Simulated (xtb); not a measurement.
H$_{12}$CrO$_{6}$ (SMILES [OH2]->[Cr+3](<-[OH2])(<-[OH2])(<-[OH2])(<-[OH2])<-[OH2]), charge +3, quartet, from a rough starting geometry (GFN-xTB shapes and energies of metal compounds can be far from the true ones); xtb with GFN2-xTB.

Here is a job for xtb.
```
$ xtb mol.xyz --gfn 2 --chrg 3 --uhf 3 --opt vtight --json

# file mol.xyz
19

Cr     0.00987368    -0.00859748     0.04558365
O     -0.75090753     1.72202116    -0.91960407
H     -1.52301483     1.79677252    -1.44961392
H     -0.27797219     2.58793522    -0.98691694
O      1.66700041     1.03643468     0.64548902
H      1.72203616     1.56998544     1.58433659
H      2.49500819     1.27784324     0.24596699
O      1.10883876    -0.45299121    -1.76599857
H      1.72150420    -1.22756021    -1.84211121
H      1.09095994    -0.05993906    -2.59309637
O     -1.04108597     0.53398658     1.81232231
H     -1.60734372     1.30812664     1.86321314
H     -1.16103385    -0.01920348     2.53735181
O     -1.65028200    -1.06968290    -0.74760181
H     -1.66752490    -1.58645498    -1.53369259
H     -2.44467179    -1.12691311    -0.30595247
O      0.69740331    -1.78220471     0.92490800
H      0.31634774    -2.59740035     0.94975528
H      1.44343144    -1.73929819     1.52129815
```

The log (banner, timings and long lists left out):

```
   ID    Z sym.   atoms
    1   24 Cr     1
    2    8 O      2, 5, 8, 11, 14, 17
    3    1 H      3, 4, 6, 7, 9, 10, 12, 13, 15, 16, 18, 19

           -------------------------------------------------
          |                Calculation Setup                |
           -------------------------------------------------

molecular fragmentation (1/2 indicates fragments):
1111111111111111222
# atoms in fragment 1/2:    16     3
 fragment masses (1/2) :      142.07       18.02
CMA distance (Bohr)    :   4.631
constraining FC (au)   :  0.0500

           -------------------------------------------------
          |                 G F N 2 - x T B                 |
           -------------------------------------------------

          ...................................................
          :                      SETUP                      :
          :.................................................:
          :  # basis functions                  46          :
          :  # atomic orbitals                  45          :
          :  # shells                           27          :
          :  # electrons                        51          :
          :  max. iterations                   250          :
          :  Hamiltonian                  GFN2-xTB          :
          :  restarted?                      false          :
          :  GBSA solvation                  false          :
          :  PC potential                    false          :
          :  electronic temp.          300.0000000     K    :
          :  accuracy                    1.0000000          :
          :  -> integral cutoff          0.2500000E+02      :
          :  -> integral neglect         0.1000000E-07      :
          :  -> SCF convergence          0.1000000E-05 Eh   :
          :  -> wf. convergence          0.1000000E-03 e    :
          :  Broyden damping             0.4000000          :
          :  net charge                          3          :
          :  unpaired electrons                  3          :
          ...................................................

 iter      E             dE          RMSdq      gap      omega  full diag
   1    -25.3836447 -0.253836E+02  0.131E+01    1.46       0.0  T
   2    -23.8659668  0.151768E+01  0.147E+01    0.25       1.0  T
   3    -30.6795437 -0.681358E+01  0.504E+00    2.35       1.0  T
   4    -30.8685559 -0.189012E+00  0.380E+00    2.35       1.0  T
   5    -27.8668333  0.300172E+01  0.974E+00    1.82       1.0  T
   6    -31.1561281 -0.328929E+01  0.655E-01    2.44       1.0  T
   7    -31.0827710  0.733571E-01  0.159E+00    2.42       1.0  T
   8    -31.1210692 -0.382982E-01  0.116E+00    2.44       1.0  T
   9    -31.1277411 -0.667190E-02  0.105E+00    2.45       1.0  T
  10    -31.1492806 -0.215395E-01  0.616E-01    2.46       1.0  T
  11    -31.1528496 -0.356904E-02  0.511E-01    2.47       1.0  T
  12    -31.1556853 -0.283570E-02  0.409E-01    2.49       1.0  T
  13    -31.1553845  0.300749E-03  0.421E-01    2.49       1.0  T
  14    -31.1607372 -0.535263E-02  0.580E-02    2.48       1.0  T
  15    -31.1608118 -0.746036E-04  0.223E-02    2.48       1.0  T
  16    -31.1608250 -0.132744E-04  0.909E-03    2.48       2.5  T
  17    -31.1608253 -0.283359E-06  0.845E-03    2.48       2.7  T
  18    -31.1608274 -0.209806E-05  0.161E-03    2.48      14.3  T
  19    -31.1608275 -0.752689E-07  0.342E-04    2.48      67.1  T
  20    -31.1608275 -0.348687E-08  0.584E-05    2.48     392.6  T

   *** convergence criteria satisfied after 20 iterations ***

         :::::::::::::::::::::::::::::::::::::::::::::::::::::
         ::                     SUMMARY                     ::
         :::::::::::::::::::::::::::::::::::::::::::::::::::::
         :: total energy             -30.926635932376 Eh    ::
         :: gradient norm              0.216124629152 Eh/a0 ::
         :: HOMO-LUMO gap              2.480532096980 eV    ::
         ::.................................................::
         :: SCC energy               -31.160707021306 Eh    ::
         :: -> isotropic ES            0.722401854329 Eh    ::
         :: -> anisotropic ES         -0.026118979567 Eh    ::
         :: -> anisotropic XC          0.001516029467 Eh    ::
         :: -> dispersion             -0.009292851697 Eh    ::
         :: repulsion energy           0.234071088930 Eh    ::
         :: add. restraining           0.000000000000 Eh    ::
         :: total charge               3.000000000000 e     ::
         :::::::::::::::::::::::::::::::::::::::::::::::::::::

      -----------------------------------------------------------
     |                   =====================                   |
     |                        A N C O P T                        |
     |                   =====================                   |
     |               Approximate Normal Coordinate               |
     |                Rational Function Optimizer                |
      -----------------------------------------------------------
      -----------------------------------------------------------
     |                   =====================                   |
     |                        A N C O P T                        |
     |                   =====================                   |
     |               Approximate Normal Coordinate               |
     |                Rational Function Optimizer                |
      -----------------------------------------------------------

          ...................................................
          :                      SETUP                      :
          :.................................................:
          :   optimization level         verytight          :
          :   max. optcycles                   380          :
          :   ANC micro-cycles                  20          :
          :   degrees of freedom                51          :
          :.................................................:
[...]
 * total energy  :   -30.9538775 Eh     change       -0.6919474E-05 Eh
 * total energy  :   -30.9538818 Eh     change       -0.4347022E-05 Eh
 * total energy  :   -30.9538854 Eh     change       -0.3607104E-05 Eh
 * total energy  :   -30.9538885 Eh     change       -0.3116773E-05 Eh
 * total energy  :   -30.9538912 Eh     change       -0.2699702E-05 Eh
 * total energy  :   -30.9538927 Eh     change       -0.1526376E-05 Eh
 * total energy  :   -30.9538936 Eh     change       -0.8640218E-06 Eh
 * total energy  :   -30.9538939 Eh     change       -0.3276805E-06 Eh
 * total energy  :   -30.9538942 Eh     change       -0.2649549E-06 Eh
 * total energy  :   -30.9538941 Eh     change        0.6665555E-07 Eh
 * total energy  :   -30.9538943 Eh     change       -0.1538139E-06 Eh
 * total energy  :   -30.9538943 Eh     change       -0.1334520E-08 Eh
   *** GEOMETRY OPTIMIZATION CONVERGED AFTER 19 ITERATIONS ***
         :: total energy             -30.953894320970 Eh    ::
[...]

         #    Occupation            Energy/Eh            Energy/eV
      -------------------------------------------------------------
         1        2.0000           -1.1989559             -32.6253
       ...           ...                  ...                  ...
        15        2.0000           -1.0170059             -27.6741
        16        2.0000           -1.0140969             -27.5950
        17        2.0000           -1.0140930             -27.5949
        18        2.0000           -1.0140853             -27.5947
        19        2.0000           -0.9555999             -26.0032
        20        2.0000           -0.9555503             -26.0018
        21        2.0000           -0.9555369             -26.0015
        22        2.0000           -0.9520552             -25.9067
        23        2.0000           -0.9520337             -25.9062
        24        2.0000           -0.9520249             -25.9059
        25        1.0000           -0.8565354             -23.3075
        26        1.0000           -0.8565167             -23.3070
        27        1.0000           -0.8564612             -23.3055 (HOMO)
        28                         -0.7519449             -20.4615 (LUMO)
        29                         -0.7519428             -20.4614
        30                         -0.5605149             -15.2524
        31                         -0.4217990             -11.4777
        32                         -0.4217891             -11.4775
        33                         -0.4217718             -11.4770
        34                         -0.3481892              -9.4747
        35                         -0.3481717              -9.4742
        36                         -0.2236704              -6.0864
        37                         -0.2236621              -6.0862
        38                         -0.2236345              -6.0854
       ...                                ...                  ...
        45                          0.6841486              18.6166
      -------------------------------------------------------------
                  HL-Gap            0.1045163 Eh            2.8440 eV
             Fermi-level           -0.8542416 Eh          -23.2451 eV

     #   Z          covCN         q      C6AA      α(0)
     1  24 Cr       3.732     0.711   260.042    36.288
     2   8 O        2.230    -0.436    21.511     6.264
     3   1 H        0.804     0.409     0.468     1.075
     4   1 H        0.804     0.409     0.468     1.075
     5   8 O        2.230    -0.436    21.511     6.264
     6   1 H        0.804     0.409     0.468     1.075
     7   1 H        0.804     0.409     0.468     1.075
     8   8 O        2.230    -0.436    21.511     6.264
     9   1 H        0.804     0.409     0.468     1.075
    10   1 H        0.804     0.409     0.468     1.075
    11   8 O        2.230    -0.436    21.511     6.264
    12   1 H        0.804     0.409     0.468     1.075
    13   1 H        0.804     0.409     0.468     1.075
    14   8 O        2.230    -0.436    21.511     6.264
    15   1 H        0.804     0.409     0.468     1.075
    16   1 H        0.804     0.409     0.468     1.075
    17   8 O        2.230    -0.436    21.511     6.264
    18   1 H        0.804     0.409     0.468     1.075
    19   1 H        0.804     0.409     0.468     1.075

 Mol. C6AA /au·bohr⁶  :       2595.269701
 Mol. C8AA /au·bohr⁸  :      90093.381786
 Mol. α(0) /au        :         86.772598

Wiberg/Mayer (AO) data.
largest (>0.10) Wiberg bond orders for each atom

 ---------------------------------------------------------------------------
     #   Z sym  total        # sym  WBO       # sym  WBO       # sym  WBO
 ---------------------------------------------------------------------------
     1  24 Cr   3.827 --     2 O    0.602    11 O    0.602    14 O    0.602
                             5 O    0.602     8 O    0.602    17 O    0.602
     2   8 O    2.287 --     3 H    0.812     4 H    0.812     1 Cr   0.602
     3   1 H    0.833 --     2 O    0.812
     4   1 H    0.833 --     2 O    0.812
     5   8 O    2.287 --     7 H    0.812     6 H    0.812     1 Cr   0.602
     6   1 H    0.833 --     5 O    0.812
     7   1 H    0.833 --     5 O    0.812
     8   8 O    2.287 --    10 H    0.812     9 H    0.812     1 Cr   0.602
     9   1 H    0.833 --     8 O    0.812
    10   1 H    0.833 --     8 O    0.812
    11   8 O    2.287 --    13 H    0.812    12 H    0.812     1 Cr   0.602
    12   1 H    0.833 --    11 O    0.812
    13   1 H    0.833 --    11 O    0.812
    14   8 O    2.287 --    16 H    0.812    15 H    0.812     1 Cr   0.602
    15   1 H    0.833 --    14 O    0.812
    16   1 H    0.833 --    14 O    0.812
    17   8 O    2.287 --    19 H    0.812    18 H    0.812     1 Cr   0.602
    18   1 H    0.833 --    17 O    0.812
    19   1 H    0.833 --    17 O    0.812
 ---------------------------------------------------------------------------

Topologies differ in total number of bonds
Writing topology from bond orders to xtbtopo.mol

molecular dipole:
                 x           y           z       tot (Debye)
 q only:        0.044       0.049      -0.004
   full:        0.044       0.049      -0.005       0.167
molecular quadrupole (traceless):
                xx          xy          yy          xz          yz          zz
 q only:        0.002       0.003      -0.000      -0.003      -0.003      -0.002
  q+dip:        0.003       0.004      -0.000      -0.004      -0.004      -0.003
   full:        0.003       0.004       0.001      -0.005      -0.004      -0.004

optimized geometry written to: xtbopt.xyz

           -------------------------------------------------
          | TOTAL ENERGY              -30.953894320970 Eh   |
          | GRADIENT NORM               0.000093837648 Eh/α |
          | HOMO-LUMO GAP               2.844032963445 eV   |
           -------------------------------------------------

normal termination of xtb
```
